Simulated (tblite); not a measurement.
Compound: C₄H₁₁NSi.
Structure used (GFN2-xTB), in Å, numbered top down from 1:
```
atom  x, y, z in Å
C1    -1.5890   -1.2799   -0.0677
N2    -0.8444   -0.0438   -0.0440
C3    -1.7050    1.1133   -0.1052
Si4    0.6767    0.0407    0.7481
C5     2.0496    0.8734   -0.2224
C6     2.1365   -0.6643   -0.1970
H7    -2.2478   -1.3810    0.8043
H8    -0.8999   -2.1202   -0.0820
H9    -2.2109   -1.3158   -0.9664
H10   -2.3239    1.0631   -1.0054
H11   -1.1012    2.0160   -0.1433
H12   -2.3737    1.1753    0.7626
H13    0.7433    0.0575    2.2058
H14    2.8412    1.3918    0.2979
H15    1.8584    1.3133   -1.1904
H16    2.0055   -1.1559   -1.1500
H17    2.9774   -1.0713    0.3451
```

Level: GFN2-xTB in tblite, geometry and Hessian alike; calculated harmonic values, unscaled, isolated species. The method is semi-empirical: single wavenumbers can be off by several per cent or more. Modes of hydrogen on silicon can be 10 to 20 % off. One conformer, not necessarily the lowest.

Harmonic wavenumbers (cm⁻¹): 45.2, 126.7, 141.0, 181.8, 206.3, 276.6, 296.1, 374.3, 504.6, 633.0, 653.8, 676.7, 715.3, 750.3, 797.8, 871.4, 1029.3, 1034.5, 1052.9, 1063.7, 1087.4, 1090.8, 1125.9, 1163.9, 1200.8, 1303.0, 1415.2, 1425.6, 1434.3, 1454.1, 1479.8, 1487.9, 1501.9, 1511.6, 2273.1, 2886.3, 2889.0, 2952.4, 2955.9, 3035.3, 3036.4, 3062.6, 3067.5, 3069.0, 3087.7.

A = 5274, B = 1904, C = 1636 MHz; mass 101.066 u (most abundant isotopes); point group Cs, symmetry number 1.

**Question.** Zero-point energy?

**Answer.** ½Σν̃ = 31214 cm⁻¹ = 373.41 kJ/mol.

**Question.** Entropy at 200 K, 1 bar (ideal gas, RRHO, classical rotation)?

**Answer.** Translation 158.12, rotation 109.54, vibration 60.98: S = 328.6 J/(mol K).

**Question.** And Cp and H(200 K) − H(0)?

**Answer.** Cp = 101.74 J/(mol K), of which vibrations give 68.49 (their classical limit is 45 R = 374.2); H(200 K) − H(0) = 13.47 kJ/mol without the zero-point energy, 6.82 from vibrations.

**Question.** What must be added to the electronic energy to get the Gibbs energy at 200 K and 1 bar?

**Answer.** ZPE + [H(200 K) − H(0)] − T·S = 373.41 + 13.47 − 65.73 = 321.15 kJ/mol.

**Question.** Blend soft modes into free rotors: weight 1/[1 + (100 cm⁻¹/ν̃)⁴] for the oscillator and the rest for a rotor with moment μB/(μ + B), μ = h/(8π²ν), B = 10⁻⁴⁴ kg m². What vibrational entropy results?

**Answer.** 57.35 J/(mol K) in place of 60.98, which changes −T·S at 200 K by +0.73 kJ/mol.

**Question.** How do the functions run with temperature in this model?

**Answer.** 
```json
{"T (K)": "50", "S (J/(mol K))": "230.5", "Cp (J/(mol K))": "48.3", "H − H(0) (kJ/mol)": "1.96", "G − H(0) (kJ/mol)": "-9.57", "ln q(vib)": "0.37"}
{"T (K)": "100", "S (J/(mol K))": "270.6", "Cp (J/(mol K))": "69.1", "H − H(0) (kJ/mol)": "4.91", "G − H(0) (kJ/mol)": "-22.15", "ln q(vib)": "1.22"}
{"T (K)": "298.15", "S (J/(mol K))": "375.6", "Cp (J/(mol K))": "136.2", "H − H(0) (kJ/mol)": "25.12", "G − H(0) (kJ/mol)": "-86.86", "ln q(vib)": "5.25"}
{"T (K)": "373.15", "S (J/(mol K))": "409.0", "Cp (J/(mol K))": "162.8", "H − H(0) (kJ/mol)": "36.34", "G − H(0) (kJ/mol)": "-116.30", "ln q(vib)": "6.80"}
{"T (K)": "500", "S (J/(mol K))": "462.4", "Cp (J/(mol K))": "202.6", "H − H(0) (kJ/mol)": "59.59", "G − H(0) (kJ/mol)": "-171.61", "ln q(vib)": "9.42"}
{"T (K)": "750", "S (J/(mol K))": "556.3", "Cp (J/(mol K))": "260.2", "H − H(0) (kJ/mol)": "117.94", "G − H(0) (kJ/mol)": "-299.25", "ln q(vib)": "14.51"}
{"T (K)": "1000", "S (J/(mol K))": "636.8", "Cp (J/(mol K))": "299.0", "H − H(0) (kJ/mol)": "188.14", "G − H(0) (kJ/mol)": "-448.62", "ln q(vib)": "19.33"}
```

q(vib) and H(0) count from the zero-point level.

Hindered rotation and anharmonicity are outside this model. Other conformers, if any are populated, would add a mixing term that is left out.

Hardware: one thread, Arm Neoverse N1 (aarch64), no GPU, shared host with 64 logical CPUs at a one-minute load of 57. Cost: 0.84 s wall. The figure is for the frequency step alone.
